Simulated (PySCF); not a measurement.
F2In, multiplicity 2. Atoms are numbered in the order given.

```xyz
3

In     0.0000     0.0000     0.2753
F      0.0000    -1.6669    -0.7495
F      0.0000     1.6669    -0.7495
```
Charge 0, spin multiplicity 2.

Geometry optimised at PBE0-D3(BJ)/def2-TZVP. The multiplicity is an assumed one; other spin states were not compared. The isomer is the one that the SMILES or the coordinates give; other isomers of the formula were not compared. The def2 effective core potentials stand for the cores of In; spin–orbit coupling is left out.

These are TDA-PBE/def2-SVPD (PySCF) values and carry that method's errors.

Vertical excitations. Gas-phase values at a fixed geometry.

Computed lowest excited states:
```csv
state,energy (eV),λ (nm),f,main pairs
root 1,2.88,430,0.000,β HOMO→LUMO 100 %
root 2,2.96,419,0.000,β HOMO−1→LUMO 100 %
root 3,3.20,388,0.009,β HOMO−2→LUMO 98 %
root 4,3.25,382,0.001,β HOMO−3→LUMO 99 %
root 5,4.17,297,0.110,α HOMO→LUMO 97 %
root 6,4.31,287,0.040,β HOMO−4→LUMO 88 %
root 7,5.32,233,0.007,"α HOMO→LUMO+1 42 %, β HOMO−5→LUMO 54 %"
root 8,5.92,210,0.169,"α HOMO→LUMO+1 49 %, α HOMO−4→LUMO 23 %, β HOMO−5→LUMO 24 %"
root 9,6.01,206,0.000,α HOMO−1→LUMO 99 %
root 10,6.06,205,0.036,"α HOMO−2→LUMO 58 %, α HOMO→LUMO+2 36 %, β HOMO−1→LUMO+1 5 %"
```
Unrestricted roots are not spin-pure.
